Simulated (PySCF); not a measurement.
Electron correlation in Cs²⁷⁺ (caesium, charge +27)

Starting occupation: [Ar] 3d10. Calculation: PySCF 2.14, in an uncontracted even-tempered set (19 s from 1.3 bohr⁻², ratio 2.6; 15 p from 1.7 bohr⁻², ratio 2.6; 10 d from 1.7 bohr⁻², ratio 2.6; 6 f from 1.8 bohr⁻², ratio 2.8); X2C-1e with screened-nucleus spin-orbit coupling, Gaussian nucleus. Frozen: [Ar]; 10 electrons correlated; the 100 highest virtual spinors left out.

MP2 pair energies summed by pair of shells (mhartree):

```
       pair   energy  share (%)
3d3/2-3d5/2  -187.25       49.8
3d5/2-3d5/2  -132.16       35.1
3d3/2-3d3/2   -56.95       15.1
```

Total MP2 correlation energy: -376.36 mhartree.

The virtual space was cut to 70 spinors, which keep -371.17 of the -376.36 mhartree of MP2 correlation.

```json
{"level": "CCSD", "correlation energy (mhartree)": "-365.82"}
{"level": "(T)", "correlation energy (mhartree)": "-0.36"}
{"level": "CCSD(T)", "correlation energy (mhartree)": "-366.18"}
```

Diagnostics: T1 = 9.8e-05, largest double amplitude 0.007.

Cost of the coupled-cluster step: 79 s of wall time on 1 thread of Intel(R) Xeon(R) Platinum 8375C CPU @ 2.90GHz (shared host), for 10 occupied and 70 virtual spinors.

Iterations:

```
Init t2, MP2 energy = -0.371167159520209
CCSD nocc = 10, nmo = 80
Init t2, MP2 energy = -0.371167159520209
Init E_corr(GCCSD) = -0.371167159520209
cycle = 1  E_corr(GCCSD) = -0.365649004909053  dE = 0.00551815461  norm(t1,t2) = 0.00128119
cycle = 2  E_corr(GCCSD) = -0.365818327545485  dE = -0.000169322636  norm(t1,t2) = 4.3457e-05
cycle = 3  E_corr(GCCSD) = -0.36581678205637  dE = 1.54548911e-06  norm(t1,t2) = 2.44485e-06
cycle = 4  E_corr(GCCSD) = -0.365817004677339  dE = -2.22620969e-07  norm(t1,t2) = 1.28481e-07
cycle = 5  E_corr(GCCSD) = -0.365817005933609  dE = -1.25626998e-09  norm(t1,t2) = 2.89721e-09
GCCSD converged
E(GCCSD) = -7422.861823553865  E_corr = -0.3658170059336091
```

At this charge the one-electron X2C treatment keeps the bare 1/r₁₂, with no two-electron picture change or Breit term. The effect here is smaller than on the frozen 1s shell.
